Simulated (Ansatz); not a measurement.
A run for Ansatz (a program for electronic structure): U-CCSD(T)/cc-pVDZ on C4H4 (SMILES C1=CC=C1), 2S+1 = 3, a spin state set in the input, which need not be the lowest, at the other state's geometry.

Ansatz 0.2 input:
```yaml
crystal:
  periodic: [false, false, false]
  atoms:
    - {symbol: C, position_ang: [1.02152695, -0.13973325, 0.01940750]}
    - {symbol: C, position_ang: [0.30743480, 0.97911343, 0.10119330]}
    - {symbol: C, position_ang: [-1.02152695, 0.13973325, -0.01940750]}
    - {symbol: C, position_ang: [-0.30743480, -0.97911343, -0.10119330]}
    - {symbol: H, position_ang: [2.07440130, -0.37737219, 0.03066891]}
    - {symbol: H, position_ang: [0.53913545, 2.02809760, 0.20650469]}
    - {symbol: H, position_ang: [-2.07440130, 0.37737219, -0.03066891]}
    - {symbol: H, position_ang: [-0.53913545, -2.02809760, -0.20650469]}
basis:
  gaussian:
    orbitals: cc-pVDZ
magnetization: {spin_polarized: true, initial_magnetization: 2}
correlation: {method: ccsd_t, electrons: outside_noble_gas}
scf: {omitted_lower_state_checks: [cluster_reference]}
```

The head of its log:

```
WARN ansatz: RAYON_NUM_THREADS=2 ignored (pool sized by the plan → 2); use --threads N
Functional definition: HF
these checks for a lower state are left out or cut short: cluster_reference
integrals: 0.09 GiB planned
700 factors; integrals over basis functions are off by at most 1.1e-3 eV
mean field: 0.20 GiB planned
mean field evaluation 1: about -4177.9372 eV, gradient 1.7e1 eV
mean field evaluation 2: about -4178.1923 eV, gradient 1.7e1 eV
mean field evaluation 4: about -4180.0878 eV, gradient 2.1e0 eV
mean field evaluation 8: about -4180.1166 eV, gradient 8.2e-4 eV
mean field evaluation 16: about -4180.1185 eV, gradient 1.1e-1 eV
mean field evaluation 32: about -4180.1144 eV, gradient 6.2e-1 eV
mean field -4180.11914246 eV, -153.6165450987 hartree, gradient 4.5e-6 eV, S^2 2.015184; 4 other end points of the search recorded, 0 dependent functions left out
4 core orbitals not correlated
reference -4180.11914246 eV, -153.6165450987 hartree; 11, 9 occupied and 61, 63 virtual orbitals, 700 factors
```

What total energy does the run end on?

-154.1773 hartree (reference determinant -153.6165, T1 diagnostic 0.023).
